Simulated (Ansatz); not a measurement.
An input meant for Be2Se2⁺ (charge 1, doublet).

```yaml
crystal:
  periodic: [false, false, false]
  atoms:
    - {symbol: Be, position_ang: [-0.057989, -0.275323, -1.015411]}
    - {symbol: Be, position_ang: [0.058102, 0.274787, 1.015560]}
    - {symbol: Se, position_ang: [-1.761216, -0.218053, 0.159738]}
    - {symbol: Se, position_ang: [1.761113, 0.218590, -0.159888]}
basis:
  gaussian: {orbitals: 6-31G}
total_charge: 1
magnetization: {spin_polarized: true, initial_magnetization: 2}
hamiltonian: {xc: {name: BLYP}, dispersion: d3bjatm}
```

```sh
$ ansatz run in.yaml --threads 4 --pin off --events-out ev --progress --plain --max-ram 3916MiB
```

(1) Predict how Ansatz answers.

## Answers

(1) The input was rejected before any iteration. The number of unpaired electrons doesn't fit the electron count.
```
Error: a molecule whose nuclei and cores have a total charge of 76 cannot have a net charge of 1 together with 2 unpaired electrons
```
